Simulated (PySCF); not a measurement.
Cl3H3OSi2, SMILES Cl[SiH2]O[SiH](Cl)Cl.

Coordinates come from a B3LYP-D3(BJ)/def2-SVP optimisation. The structure was generated by enumeration, and PubChem lists no compound with its InChIKey, so it may never have been made. Other conformers were not sampled.

Vertical ionisation energy (IE) and electron affinity (EA) in eV. Rows of orbital energies are one-electron estimates. Where ΔSCF, EOM or ADC give a negative EA the extra electron is unbound and the value depends on the basis.

| level | IE | EA |
|---|---|---|
| −ε(HOMO), −ε(LUMO), ωB97X/def2-TZVP (PySCF) | 11.55 | -2.00 |
| −ε(HOMO), −ε(LUMO), PBE/def2-TZVP (PySCF) | 7.72 | 0.99 |
